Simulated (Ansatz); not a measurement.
`BC/C(C)=C\F` → `C=CB(F)CC`  (isomerisation)

Computed with Ansatz on PBE0-D4/def2-TZVP structures; ΔE is electronic, products minus reactants. CCSD(T)/CBS adds triple-zeta CCSD(T) − MP2 to the extrapolated MP2 energy (def2 sets, frozen cores). DFT in def2-TZVPP. B3LYP here is the variant with VWN-RPA as its local correlation; programs differ in this. One conformer a species, not always the lowest.

(1) Is it downhill or uphill in electronic energy at CCSD(T)/CBS, and by how much? (An estimate is asked.)

(2) What do these levels give: PBE-D4, r2SCAN-D4, PBE0-D4, ωB97X-V, ωB97M-V, B2PLYP, PBE, r2SCAN, B3LYP, MP2/def2-QZVPP, HF/CBS(def2), CCSD/CBS(def2)? (Best estimate.)

Largest T1 diagnostic among the species: 0.012.

## Answers

(1) The calculation gave: Downhill: ΔE = -262.0 kJ/mol.

(2) The calculation gave: PBE-D4 -238.5, r2SCAN-D4 -249.6, PBE0-D4 -247.1, ωB97X-V -253.0, ωB97M-V -255.9, B2PLYP -264.2, PBE -241.5, r2SCAN -250.1, B3LYP -265.3, MP2/def2-QZVPP -257.2, HF/CBS(def2) -290.1, CCSD/CBS(def2) -268.5 kJ/mol.

The D4 term adds +5.0 kJ/mol with B3LYP and +2.5 kJ/mol with PBE0; it sums over pairs of atoms, weighted by their polarisabilities, and B3LYP, whose exchange is more repulsive, gets the larger term. In def2-TZVPP, CCSD(T) changes the Hartree–Fock value by +30.0 kJ/mol (the triples alone add +6.5 kJ/mol) and MP2 by +34.0 kJ/mol.
